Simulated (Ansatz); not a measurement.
Isomers of Be12⁺ (doublet), relaxed with PBE0/def2-SVP; total energies from Ansatz at B3LYP/def2-TZVP.

| isomer | description | energy (Eh) |
| --- | --- | --- |
| A | point group C2; 26 × Be–Be 2.02 to 2.26 Å | -176.61581 |
| B | point group not assigned; 30 × Be–Be 2.03 to 2.24 Å | -176.62088 |

B3LYP takes the VWN-RPA correlation.

The isomers come from a short search, and lower ones may exist.

Question: Work out the relative energies (1 Eh = 2625.5 kJ/mol) and the Boltzmann populations at 1200 K from electronic energies alone (R = 8.314 J/mol/K).

Answer: ΔE: A 13.3, B 0.0 kJ/mol. RT = 9.98 kJ/mol. Factors exp(−ΔE/RT): A 0.264, B 1; sum 1.264. Populations: A 20.9 %, B 79.1 %. Zero-point energy, vibrational entropy and symmetry numbers are left out and can shift these; an error of 4 kJ/mol changes a ratio by a factor of 1.5. Over the other density-functional and correlated levels in def2 sets, the gap between B and A ranges from 19 to 27 kJ/mol.
